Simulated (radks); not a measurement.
The numbers below are computed, except where a source is named.
Question: These are the eigenvalues of the occupied orbitals of an atom or ion with whole-number occupations (eV). Code: a radial shooting solver on a logarithmic mesh with Libxc functionals. Model: non-relativistic Kohn-Sham, r2SCAN, spin-polarised, spherical densities, point nucleus; meta-GGA in the generalised Kohn-Sham scheme.

orbital  eigenvalue
1s up     -42638.81
1s down   -42638.80
2s down   -6733.021
2s up     -6733.013
2p up     -6383.822
2p down   -6383.820
3s up     -1474.535
3s down   -1472.208
3p up     -1321.113
3p down   -1318.958
3d up     -1036.148
3d down   -1034.554
4s up     -298.4213
4s down   -293.2483
4p up     -239.2870
4p down   -234.0526
4d up     -135.0677
4d down   -129.7442
5s up      -45.1790
5s down    -42.7703
5p up      -29.3586
5p down    -27.4783
4f up      -12.3968
6s up       -8.3186

Which element is it, and in what charge state? The configuration may be excited. Open shells, if any, are filled with parallel spins first.

Answer: Z = 61, promethium, charge +1: Pm+ in [Xe] 4f5 6s1. The list shows which subshells hold electrons but not how many an open one holds; the 1s level, -1566.9 hartree, gives Z - s = 56.0 by -(Z - s)^2/2, which with screening narrows Z to a few neighbours, and the depths of the outer levels then fix element, charge and occupations together.
